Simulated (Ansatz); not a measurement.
V3⁺. Charge 1, multiplicity 1. Geometry PBE0-D4/def2-TZVP.

```xyz
3

V     0.966   -0.622   -0.730
V    -0.159   -0.031    1.094
V    -0.807    0.653   -0.364
```

The restricted singlet is unstable towards broken spin symmetry in Hartree–Fock (as tested in another run); at HF/STO-3G this wasn't settled. The restricted singlet is unstable towards broken spin symmetry at other levels; at PBE-D4/def2-SVP, CAM-B3LYP-D4/def2-TZVP, ωB97M-V/def2-TZVP this wasn't settled. At PBE0-D4/def2-TZVP the restricted singlet is unstable: a solution with broken spin symmetry lies lower. At PBE0-D4/def2-TZVP a quintet of charge 1 lies 2.98 eV below the restricted singlet, each at its own geometry. The structure comes from a short search, and lower isomers may exist.

Estimate the orbital energies around the gap (eV) in Ansatz with HF/STO-3G, PBE-D4/def2-SVP, PBE0-D4/def2-TZVP, CAM-B3LYP-D4/def2-TZVP, ωB97M-V/def2-TZVP.


```tsv
orbital	HF/STO-3G	PBE-D4/def2-SVP	PBE0-D4/def2-TZVP	CAM-B3LYP-D4/def2-TZVP	ωB97M-V/def2-TZVP
HOMO−13	-64.43	-46.65	-50.43	-51.58	-52.70
HOMO−12	-64.34	-46.64	-50.38	-51.55	-52.54
HOMO−11	-64.09	-45.80	-49.98	-51.26	-52.19
HOMO−10	-63.43	-45.40	-49.37	-50.64	-51.76
HOMO−9	-62.99	-44.97	-49.01	-50.35	-51.56
HOMO−8	-62.89	-44.85	-48.96	-50.31	-51.56
HOMO−7	-60.43	-42.59	-46.56	-47.90	-49.14
HOMO−6	-14.63	-10.80	-12.16	-13.41	-14.35
HOMO−5	-13.50	-10.39	-11.80	-13.09	-14.01
HOMO−4	-12.70	-10.19	-11.48	-12.73	-13.59
HOMO−3	-11.00	-9.28	-10.89	-12.22	-13.09
HOMO−2	-10.91	-9.14	-10.52	-11.71	-12.56
HOMO−1	-10.57	-9.08	-10.20	-11.35	-12.21
HOMO	-9.19	-8.69	-9.74	-10.70	-11.39
LUMO	-0.66	-8.59	-7.20	-6.02	-5.19
LUMO+1	0.09	-7.89	-7.09	-5.88	-4.71
LUMO+2	1.04	-7.50	-6.89	-5.76	-4.65
LUMO+3	1.11	-7.06	-6.19	-5.39	-4.47
LUMO+4	1.43	-6.66	-6.18	-4.93	-3.68
LUMO+5	1.50	-6.61	-5.80	-4.60	-3.41
```
